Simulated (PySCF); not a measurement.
C$_{2}$H$_{7}$AlBrN (SMILES C[N](C)[AlH][Br]), singlet, at a GFN2-xTB geometry (such geometries of metal compounds can be far from the true shape); SA2-CASSCF(4,6)/STO-3G run with PySCF.

The PySCF input:
```python
from pyscf import gto, scf, mcscf
import numpy

mol = gto.Mole()
mol.atom = '''
    Al   -0.45732501   -0.26296706    0.70154896
    H    -0.99041338   -0.95042947    1.94927876
    Br    1.47190151   -0.98616613   -0.19177157
    N    -1.40915570    1.08936699    0.01960701
    C    -1.13800374    1.90301316   -1.15405956
    C    -2.63751730    1.46873194    0.69650673
    H    -1.94609123    1.81279235   -1.88867879
    H    -1.03770952    2.96015462   -0.88354721
    H    -0.20686256    1.57246387   -1.61823858
    H    -2.59549674    2.50731332    1.04237915
    H    -3.50449891    1.36080764    0.03568228
    H    -2.77303936    0.81524435    1.56306053
'''
mol.basis = 'sto-3g'
mol.verbose = 4
mol.build()

mf = scf.RHF(mol)
mf.kernel()
mc = mcscf.CASSCF(mf, 6, 4)
mc.fix_spin_(ss=0.0)
mc = mc.state_average_([0.5, 0.5])
mc.kernel()
```

It wrote (shortened):

```
PySCF version 2.14.0

[INPUT] verbose = 4
[INPUT] num. atoms = 12
[INPUT] num. electrons = 74
[INPUT] charge = 0
[INPUT] spin (= nelec alpha-beta = 2S) = 0
[INPUT] symmetry False subgroup None
[INPUT] Mole.unit = angstrom
[INPUT] Symbol           X                Y                Z      unit          X                Y                Z       unit  Magmom
[...]
nuclear repulsion = 376.733624845985
number of shells = 29
number of NR pGTOs = 147
number of NR cGTOs = 49
basis = sto-3g
ecp = {}

******** <class 'pyscf.scf.hf.RHF'> ********
method = RHF
initial guess = minao
damping factor = 0
level_shift factor = 0
DIIS = <class 'pyscf.scf.diis.CDIIS'>
diis_start_cycle = 1
diis_space = 8
diis_damp = 0
SCF conv_tol = 1e-09
SCF conv_tol_grad = None
SCF max_cycles = 50
direct_scf = True
direct_scf_tol = 1e-13
Set gradient conv threshold to 3.16228e-05
Initial guess from minao.
init E= -2912.93278543864
[...]
cycle= 1 E= -2916.3382229252  delta_E= -3.41  |g|= 0.425  |ddm|= 3.97
[...]
cycle= 2 E= -2916.41796374127  delta_E= -0.0797  |g|= 0.131  |ddm|= 0.904
[...]
cycle= 3 E= -2916.42459552613  delta_E= -0.00663  |g|= 0.0381  |ddm|= 0.23
[...]
cycle= 4 E= -2916.42530212389  delta_E= -0.000707  |g|= 0.00578  |ddm|= 0.0766
[...]
cycle= 5 E= -2916.4253280181  delta_E= -2.59e-05  |g|= 0.00148  |ddm|= 0.016
[...]
cycle= 6 E= -2916.42532958412  delta_E= -1.57e-06  |g|= 0.000254  |ddm|= 0.00394
[...]
cycle= 7 E= -2916.42532963701  delta_E= -5.29e-08  |g|= 4.89e-05  |ddm|= 0.000763
[...]
cycle= 8 E= -2916.42532963898  delta_E= -1.97e-09  |g|= 1.38e-05  |ddm|= 0.000133
[...]
cycle= 9 E= -2916.42532963918  delta_E= -2.07e-10  |g|= 2.61e-06  |ddm|= 5.01e-05
[...]
Extra cycle  E= -2916.42532963917  delta_E= 1.32e-11  |g|= 1.11e-06  |ddm|= 6.34e-06
converged SCF energy = -2916.42532963917

******** <class 'pyscf.mcscf.addons.StateAverageCASSCF'> ********
CAS (2e+2e, 6o), ncore = 35, nvir = 8
max_cycle_macro = 50
max_cycle_micro = 4
conv_tol = 1e-07
conv_tol_grad = None
orbital rotation max_stepsize = 0.02
orbital rotation threshold for CI restart = 0.01
augmented hessian ah_max_cycle = 30
augmented hessian ah_conv_tol = 1e-12
augmented hessian ah_linear dependence = 1e-14
augmented hessian ah_level shift = 1e-08
augmented hessian ah_start_tol = 2.5
augmented hessian ah_start_cycle = 3
augmented hessian ah_grad_trust_region = 3
kf_trust_region = 3
kf_interval = 4
ci_response_space = 4
ci_grad_trust_region = 3
with_dep4 0
natorb = False
canonicalization = True
sorting_mo_energy = False
ao2mo_level = 2
internal_rotation = False
******** <class 'pyscf.mcscf.addons.StateAverageSpinPenaltyFCISolver'> ********
max. cycles = 50
conv_tol = 1e-08
davidson only = True
linear dependence = 1e-12
level shift = 0.001
max iter space = 12
nroots = 2
pspace_size = 400
spin = None
State-average over 2 states with weights [0.5, 0.5]
CASCI E = -2916.25180363630  S^2 = 0.0000000
Set conv_tol_grad to 0.000316228
macro iter   1 ( 21 JK    4 micro), CASSCF E = -2916.27500548225  dE = -2.32018459e-02  S^2 = 0.0000000
               |grad[o]|=0.169  |ddm|=0.0444  |maxRot[o]|=0.298
macro iter   2 ( 21 JK    4 micro), CASSCF E = -2916.28736939983  dE = -1.23639176e-02  S^2 = 0.0000000
               |grad[o]|=0.0701  |ddm|=0.0652  |maxRot[o]|=0.234
macro iter   3 ( 21 JK    4 micro), CASSCF E = -2916.29282079713  dE = -5.45139730e-03  S^2 = 0.0000000
               |grad[o]|=0.0399  |ddm|=0.00768  |maxRot[o]|=0.159
macro iter   4 ( 21 JK    4 micro), CASSCF E = -2916.29646068903  dE = -3.63989190e-03  S^2 = 0.0000000
               |grad[o]|=0.021  |ddm|=0.00667  |maxRot[o]|=0.237
macro iter   5 ( 21 JK    4 micro), CASSCF E = -2916.29918874504  dE = -2.72805601e-03  S^2 = 0.0000000
               |grad[o]|=0.0116  |ddm|=0.00498  |maxRot[o]|=0.261
macro iter   6 ( 20 JK    4 micro), CASSCF E = -2916.30016446986  dE = -9.75724815e-04  S^2 = 0.0000000
               |grad[o]|=0.00657  |ddm|=0.0127  |maxRot[o]|=0.239
macro iter   7 ( 21 JK    4 micro), CASSCF E = -2916.30086979662  dE = -7.05326761e-04  S^2 = 0.0000000
               |grad[o]|=0.00394  |ddm|=0.00954  |maxRot[o]|=0.311
macro iter   8 ( 21 JK    4 micro), CASSCF E = -2916.30126995312  dE = -4.00156505e-04  S^2 = 0.0000000
               |grad[o]|=0.00184  |ddm|=0.00334  |maxRot[o]|=0.313
macro iter   9 ( 21 JK    4 micro), CASSCF E = -2916.30152151975  dE = -2.51566627e-04  S^2 = 0.0000000
               |grad[o]|=0.00098  |ddm|=0.00354  |maxRot[o]|=0.278
macro iter  10 ( 21 JK    4 micro), CASSCF E = -2916.30167085619  dE = -1.49336436e-04  S^2 = 0.0000000
               |grad[o]|=0.000728  |ddm|=0.00423  |maxRot[o]|=0.314
macro iter  11 ( 17 JK    4 micro), CASSCF E = -2916.30175030197  dE = -7.94457792e-05  S^2 = 0.0000000
               |grad[o]|=0.000876  |ddm|=0.0055  |maxRot[o]|=0.231
macro iter  12 ( 12 JK    3 micro), CASSCF E = -2916.30175778424  dE = -7.48227876e-06  S^2 = 0.0000000
               |grad[o]|=0.00084  |ddm|=0.00188  |maxRot[o]|=0.0226
macro iter  13 (  5 JK    1 micro), CASSCF E = -2916.30175806216  dE = -2.77915660e-07  S^2 = 0.0000000
               |grad[o]|=0.000143  |ddm|=0.000318  |maxRot[o]|=0.00297
macro iter  14 (  3 JK    1 micro), CASSCF E = -2916.30175815956  dE = -9.73959686e-08  S^2 = 0.0000000
               |grad[o]|=0.000107  |ddm|=0.000324  |maxRot[o]|=0.000771
1-step CASSCF converged in  14 macro (246 JK  49 micro) steps
CASSCF canonicalization
Density matrix diagonal elements [1.96308031 1.48453294 0.51011233 0.02861762 0.01037515 0.00328164]
CASSCF energy = -2916.30175815956
CASCI E = -2916.30175815956  E(CI) = -4.56914716657820  S^2 = 0.0000000
CASCI state-averaged energy = -2916.30175815956
CASCI energy for each state
  State 0 weight 0.5  E = -2916.44556051378 S^2 = 0.0000000
  State 1 weight 0.5  E = -2916.15795580533 S^2 = 0.0000000
```
